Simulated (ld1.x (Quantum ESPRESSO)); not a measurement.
## Cutoff test, Ta (Z = 73), TM

ld1.x (Quantum ESPRESSO) 7.5 input, shortened:

```
&input
   title='Ta', zed=73., rel=1, dft='PBESOL', iswitch=3,
   config='[Xe] 4f14 5d3 5f-2 6s1 6p1'
 /
 &inputp
   pseudotype=2, tm=.true., lloc=0,
   nlcc=.false.
 /
4
5P  2  1   6.00   0.00  1.30  1.30  0.0
5D  3  2   3.00   0.00  1.80  1.80  0.0
5F  4  3  -2.00   0.15  1.75  1.75  0.0
5S  1  0   2.00   0.00  1.65  1.65  0.0
 &test
   configts(1)='5s2 5p6 5d3 6s1 6p1'
 /
```

Occupied shells without a wave of their own: 6p, 6s. They enter only through the test configuration that unscreens the potential.

The pseudo-atom Hamiltonian at the reference potential is diagonalised in spherical Bessel functions j_l(qr) that vanish at 20 bohr, with q² up to the cutoff. All-electron valence levels (Ry): 5p -3.0097, 6p -0.1544, 5d -0.3618, 5s -5.4805, 6s -0.4732.

Problem. How do the lowest levels (Ry) of each channel move with the cutoff, and are there ghosts?

Solution.

| cutoff (Ry) | p #1 | p #2 | d #1 | f #1 | s #1 | s #2 | Σ f·Δε (mRy) |
| --- | --- | --- | --- | --- | --- | --- | --- |
| 8 | -2.4840 | -0.1156 | -0.1556 | 0.0889 | -5.3116 | -0.5140 | 4202.3 |
| 12 | -2.8167 | -0.1421 | -0.2641 | 0.0889 | -5.3215 | -0.5499 | 1798.5 |
| 18 | -2.8843 | -0.1512 | -0.3406 | 0.0889 | -5.3936 | -0.5528 | 1007.0 |
| 30 | -2.9275 | -0.1526 | -0.3613 | 0.0889 | -5.4695 | -0.5599 | 525.5 |
| 40 | -2.9787 | -0.1549 | -0.3617 | 0.0889 | -5.4730 | -0.5635 | 203.8 |
| 50 | -3.0021 | -0.1560 | -0.3618 | 0.0888 | -5.4765 | -0.5637 | 55.0 |
| 60 | -3.0057 | -0.1561 | -0.3618 | -0.6490 | -5.4793 | -0.5638 | 27.8 |
| 80 | -3.0066 | -0.1562 | -0.3618 | -6.4160 | -5.4803 | -0.5642 | 19.5 |
| 110 | -3.0094 | -0.1563 | -0.3618 | -8.9977 | -5.4805 | -0.5643 | 2.1 |
| 140 | -3.0096 | -0.1563 | -0.3618 | -9.4716 | -5.4805 | -0.5643 | 0.8 |
| 180 | -3.0097 | -0.1563 | -0.3618 | -9.5108 | -5.4805 | -0.5643 | 0.2 |
| 400 | -3.0098 | -0.1563 | -0.3618 | -9.5120 | -5.4805 | -0.5643 | 0.0 |

Result: ghost state, extra bound levels that the all-electron valence spectrum of the same l lacks: f at -129.4 eV (a true bound ghost makes a file unfit for plane-wave use); 10 mRy is reached at 100 Ry and 1 mRy at 140 Ry.

Note: ghost state, extra bound levels that the all-electron valence spectrum of the same l lacks: f at -129.4 eV. A true bound ghost makes a file unfit for plane-wave use. The potential misses its own reference levels by up to 1.2 eV, so it is not fit for use. Its largest configuration-test error is -3254 meV.
